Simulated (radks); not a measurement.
All-electron atom: Nd52+ in [He] 2s2 2p4.

Calculated with a radial shooting solver on a logarithmic mesh with Libxc functionals: Dirac Kohn-Sham, exchange-only PBE, spin-unpolarised, spherical densities, finite nucleus; open shells fill j = l - 1/2 first; Fermi nuclear charge, rms radius 4.9123 fm.

Energy parts (hartree):
| part | energy |
|---|---|
| total | -6265.0364 |
| kinetic | 6927.8488 |
| electron-nucleus | -13540.8282 |
| Hartree | 434.8955 |
| exchange | -86.9525 |

Orbitals (lengths in bohr, moments of r in powers of bohr):
| orbital | occ. | eigenvalue (hartree) | <1/r> | <r^4> | small-component weight |
|---|---|---|---|---|---|
| 1s1/2 | 2 | -1756.817 | 66.13 | 1.510e-06 | 4.96e-02 |
| 2s1/2 | 2 | -403.6996 | 16.16 | 0.0002140 | 1.15e-02 |
| 2p1/2 | 2 | -393.8106 | 16.08 | 0.0001298 | 1.14e-02 |
| 2p3/2 | 2 | -373.2213 | 14.48 | 0.0001621 | 1.08e-02 |
| 3s1/2 | 0 | -169.7472 | 6.757 | 0.005308 | 4.72e-03 |
| 3p1/2 | 0 | -166.4313 | 6.703 | 0.004406 | 4.67e-03 |
| 3p3/2 | 0 | -160.7147 | 6.258 | 0.005075 | 4.50e-03 |

The highest occupied level is 2p3/2 at -10155.9 eV. The electron density at the nucleus is 4.442e+05 e/bohr^3. Summed over all electrons, <r^2> = 0.05861 bohr^2, which gives a Langevin (diamagnetic) susceptibility term of -0.0464 x 10^-6 cm^3/mol.
